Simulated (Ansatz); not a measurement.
A made-up structure of SiH₃SeO (charge +1), closed shell:

O1  (-0.845, -1.546, -0.070)
Se2  (-0.451, -0.359, 1.189)
Si3  (0.752, 0.932, -0.082)
H4  (-1.807, -1.660, -0.100)
H5  (0.870, 0.604, -1.514)
H6  (-0.751, -0.688, 2.632)
(Å)

It is relaxed with PBE-D4/def2-SVP and then PBE0-D4/def2-TZVP (Ansatz 0.2.0). Atoms count as bonded within 1.22 times the sum of their covalent radii (H–H: 0.88 Å). The end point is not checked to be a true minimum.

Question: Does its bonding change? (A judgement: the text doesn't fix the answer.)

Answer: The calculation gives: No: no bond forms or breaks.

Where it ends: The first stage lowers the energy by 1.92 eV in 10 steps. It ends as SiH₃SeO ([OH][SeH][SiH]), total charge +1:
```csv
atom,x (Å),y (Å),z (Å)
O1,-0.9692,-1.5336,-0.0541
Se2,-0.9789,-0.0901,0.9530
Si3,0.9982,1.1552,0.1630
H4,-1.8475,-1.9450,-0.0271
H5,0.8196,0.3399,-1.1037
H6,-0.2536,-0.6447,2.1246
```

Labels in which every atom is bracketed show which atoms are joined, not bond orders.

For scale, one of the runs: PBE0-D4/def2-TZVP relaxation, 134 basis functions, launched by `ansatz run in.yaml --threads 2 --pin off --events-out ev --progress --plain --max-ram 4352MiB`. Hardware: 2 CPU threads of an Arm Neoverse V2, shared host. Wall time about 21 s.
